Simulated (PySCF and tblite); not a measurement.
The numbers below are computed, except where a source is named.
System: C7H9NO2, numbered as in [CH3:1][CH2:2][CH2:3]/[N:4]=[CH:5]/[C:6]#[C:7][C:8](=[O:9])[OH:10].

Motion: shift of H on O10 from O10 to O9. GFN2-xTB gives an electronic barrier of 34.1 kcal/mol and a reaction energy of 0.0 kcal/mol.

Tunnelling of the moving H, left out here, will speed the real process. In real samples such hydrogens mostly exchange between molecules or through solvent, far faster than by this path. DFT energies on a tight-binding saddle of a bond shift can be off by several kcal/mol.

(1) What does PBE0/pcSseg-1 + D3(BJ) give on GFN2-xTB geometries?

Programs: tblite and PySCF.

Results:

(1) A barrier of 33.9 kcal/mol, 0.1 below the tight-binding barrier (from unrounded values), a reaction energy of 0.0 kcal/mol and, with GFN2-xTB thermal terms, ΔG‡(298 K) = 30.9 kcal/mol and k = 1.4×10⁻¹⁰ s⁻¹ (1 equivalent path).
